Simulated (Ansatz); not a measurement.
Basis-set extrapolation for C2H5Cl3Si, SMILES `CC[Si](Cl)(Cl)Cl` (PBE0-D4/def2-TZVP geometry, frozen core, Ansatz). Multiplicity 1, RHF reference.

```tsv
	def2-TZVPP	def2-QZVPP
HF	-1746.339691	-1746.390377
MP2 correlation	-1.034013	-1.125604
CCSD(T) correlation	-1.152146	not run
```

Energies in hartree. Use E(X) = E(∞) + A·exp(−7.88·√X) for Hartree–Fock and E(X) = E(∞) + B·X^(−2.97) for correlation, with X = 3 and 4, and add CCSD(T) minus MP2 of the smaller set to the MP2 limit.

Q: What is the CCSD(T) energy at the basis-set limit?

A: HF limit: -1746.390377 + (-0.050686) × 0.13774 = -1746.39736. MP2 limit: -1.125604 + (-0.091591) × 0.74074 = -1.19345. Higher-order term: -1.152146 − (-1.034013) = -0.11813. Total: -1747.70894 hartree, 5.91 eV below CCSD(T)/def2-TZVPP.
